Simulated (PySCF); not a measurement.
Si(F)(Me)(Et)(Vi), C5H11FSi, SMILES C=C[Si](C)(F)CC (GFN2-xTB optimised geometry):

```
18

C      0.714    -2.917     2.488
C     -0.118    -2.457     1.565
Si     0.424    -1.558     0.000
C     -0.117    -2.475    -1.571
F      2.055    -1.558     0.000
C     -0.089     0.277     0.000
C     -1.599     0.495     0.002
H      0.373    -3.429     3.375
H      1.780    -2.800     2.389
H     -1.181    -2.604     1.713
H      0.217    -1.953    -2.464
H      0.301    -3.476    -1.600
H     -1.197    -2.568    -1.629
H      0.341     0.773     0.872
H      0.339     0.772    -0.874
H     -2.055     0.045    -0.877
H     -1.835     1.558    -0.001
H     -2.051     0.050     0.885
```

Calculation: PBE0/def2-SVP run with PySCF.

What are the frontier orbital energies and the dipole moment?

HOMO-2 -8.67 eV, HOMO-1 -8.31 eV, HOMO -7.74 eV, LUMO -0.19 eV, LUMO+1 1.40 eV; dipole moment 1.75 D.

On the same geometry PBE/def2-SVP in PySCF gives HOMO-2 -7.26 eV, HOMO-1 -6.93 eV, HOMO -6.50 eV, LUMO -1.17 eV, LUMO+1 0.53 eV; dipole moment 1.64 D.

Meta-Löwdin charges at PBE0/def2-SVP: C1 -0.19, C2 -0.36, Si3 1.12, C4 -0.57, F5 -0.49, C6 -0.42, C7 -0.29, H8 0.11, H9 0.11, H10 0.11, H11 0.12, H12 0.12, H13 0.12, H14 0.11, H15 0.11, H16 0.09, H17 0.10, H18 0.10.
